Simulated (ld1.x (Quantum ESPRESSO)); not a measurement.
helium (He): variants of one RRKJ potential

Base potential:

helium, norm-conserving RRKJ (Kleinman–Bylander form), made with ld1.x (Quantum ESPRESSO) 7.5 (LDA (PZ), scalar-relativistic). Core none, reference 1s0.5 (charge +1.5). Waves: 1s (bound): rc 0.30 bohr; 2p channel at 0.5 Ry: rc 0.35 bohr. Local part: the p channel. Core correction: none. rho0 = 0.005.

Cutoffs, loose and tight: the cutoffs (Ry, on a coarse ladder) from which the occupation-weighted sum of valence levels, in a spherical-Bessel basis at the reference potential, stays within 10 and 1 mRy of its value at 400 Ry. They do not see the model core or the augmentation charge, which bear on the density cutoff. Test errors are all-electron minus pseudo excitation energies from the reference, over the configurations 1s2; 1s1; 1s1.5 (two spin-polarised tests are not counted in the largest error). A dash means not determined; rows that change the core or the reference have their own tests.

Cutoffs are not given where the Bessel-basis levels miss the radial ones by over 6 mRy, ghosts where they miss by over 20 mRy; a channel whose overlap is not positive is not tested.

| change | outcome | bound ghosts | largest test error (meV) |
| --- | --- | --- | --- |
| base | generated | not determined | +14 |
| all radii scaled by about 0.74 (s 0.22, p 0.26 bohr) | generated | not determined | +5.8 |
| all radii scaled by about 0.86 (s 0.26, p 0.30 bohr) | generated | not determined | +9.1 |
| all radii scaled by about 1.08 (s 0.32, p 0.38 bohr) | generated | not determined | +17 |
| all radii scaled by about 1.20 (s 0.36, p 0.42 bohr) | generated | not determined | +25 |
| all radii scaled by about 1.26 (s 0.38, p 0.44 bohr) | generated | not determined | +30 |
| all radii scaled by about 1.38 (s 0.42, p 0.48 bohr) | generated | not determined | +43 |
